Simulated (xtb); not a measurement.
xtb input (GFN1-xTB):

```bash
xtb mol.xyz --gfn 1 --sp --chrg 1 --uhf 0
```
mol.xyz:
```
3

O     -0.00000000    -0.00000000    -1.57305499
Sn     0.00000000     0.00000000     0.30243482
H     -0.00000000    -0.00000000    -2.53730097
```

End of the output:

```
         :::::::::::::::::::::::::::::::::::::::::::::::::::::
         ::                     SUMMARY                     ::
         :::::::::::::::::::::::::::::::::::::::::::::::::::::
         :: total energy              -7.293385795868 Eh    ::
         :: gradient norm              0.008360945981 Eh/a0 ::
         :: HOMO-LUMO gap              6.531095848550 eV    ::
         ::.................................................::
         :: SCC energy                -7.316897440766 Eh    ::
         :: -> electrostatic           0.160680375299 Eh    ::
         :: repulsion energy           0.023941834753 Eh    ::
         :: dispersion energy         -0.000430189855 Eh    ::
         :: halogen bond corr.         0.000000000000 Eh    ::
         :: add. restraining           0.000000000000 Eh    ::
         :: total charge               1.000000000000 e     ::
         :::::::::::::::::::::::::::::::::::::::::::::::::::::

           -------------------------------------------------
          |                Property Printout                |
           -------------------------------------------------

    * Orbital Energies and Occupations

         #    Occupation            Energy/Eh            Energy/eV
      -------------------------------------------------------------
         1        2.0000           -1.2106692             -32.9440
         2        2.0000           -0.9611972             -26.1555
         3        2.0000           -0.7918105             -21.5463
         4        2.0000           -0.7480674             -20.3560
         5        2.0000           -0.7480674             -20.3560 (HOMO)
         6                         -0.5080541             -13.8249 (LUMO)
         7                         -0.5080541             -13.8249
         8                         -0.4403943             -11.9837
         9                         -0.3566044              -9.7037
        10                         -0.3566044              -9.7037
        11                         -0.2809131              -7.6440
        12                         -0.2721747              -7.4063
        13                         -0.2721747              -7.4063
        14                          0.1440875               3.9208
        15                          0.3473808               9.4527
      -------------------------------------------------------------
                  HL-Gap            0.2400134 Eh            6.5311 eV
             Fermi-level           -0.6280607 Eh          -17.0904 eV

  Mulliken/CM5 charges         n(s)   n(p)   n(d)
     1O    -0.57330 -0.80010   1.676  4.898  0.000
     2Sn    1.15442  1.21305   1.980  0.595  0.271
     3H     0.41889  0.58705   0.581  0.000  0.000

Wiberg/Mayer (AO) data.
largest (>0.10) Wiberg bond orders for each atom
Note: The following floating-point exceptions are signalling: IEEE_DENORMAL
normal termination of xtb

 ---------------------------------------------------------------------------
     #   Z sym  total        # sym  WBO       # sym  WBO       # sym  WBO
 ---------------------------------------------------------------------------
     1   8 O    2.223 --     2 Sn   1.420     3 H    0.802
     2  50 Sn   1.439 --     1 O    1.420
     3   1 H    0.821 --     1 O    0.802
 ---------------------------------------------------------------------------

Topologies differ in total number of bonds
Writing topology from bond orders to xtbtopo.mol

 dipole moment from electron density (au)
     X       Y       Z
   0.0000  -0.0000   1.1888  total (Debye):    3.022

           -------------------------------------------------
          | TOTAL ENERGY               -7.293385795868 Eh   |
          | GRADIENT NORM               0.008360945981 Eh/α |
          | HOMO-LUMO GAP               6.531095848550 eV   |
           -------------------------------------------------

------------------------------------------------------------------------
------------------------------------------------------------------------
 total:
 SCF:
```

It need not be the lowest isomer of its formula.
